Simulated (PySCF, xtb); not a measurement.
SbH2Cl, SMILES [SbH2][Cl].

xtb with GFN2-xTB at its own geometry gives an orbital gap of 4.33 eV and a dipole moment of 2.82 D.

Coordinates come from a PBE0-D3(BJ)/def2-TZVP optimisation. The def2 effective core potentials stand for the cores of Sb; spin–orbit coupling is left out.

Problem. What does r2SCAN/def2-TZVPD run with PySCF give? (The exact figures need the calculation; the answer reports its results.)

Solution. gap 4.55 eV (levels -6.89 and -2.34 eV), dipole 2.35 D.
